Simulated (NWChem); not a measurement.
# Total energies of BO

```xyz
2

B      0.0000     0.0000     0.7405
O      0.0000     0.0000    -0.4628
```
Charge 0, spin multiplicity 2.

The numbers come from NWChem runs, not from measurements. Structure: optimised with UB3LYP/def2-SVP, a minimum by its harmonic frequencies.

Basis set: 3-21G (18 functions).

| method | total energy (Ha) |
|---|---|
| UHF | -98.96073 |
| UMP2 | -99.13143 |
| UB2PLYP | -99.35885 |
| UPBE | -99.34732 |
| UB3LYP | -99.46609 |
| UBHandHLYP | -99.41339 |

Total energies of different functionals aren't comparable as a measure of quality: only differences taken within one method are. 

The correlated methods keep 2 core orbitals frozen. B3LYP has NWChem's definition, with VWN1-RPA local correlation. The structure started from a generated list of species. The unpaired electrons of the parent sit in orbitals of symmetry a1 (C2v labels of the run); other states weren't searched. No SCF solution was tested for a lower state. Open-shell Hartree-Fock references start from PBE0 orbitals.
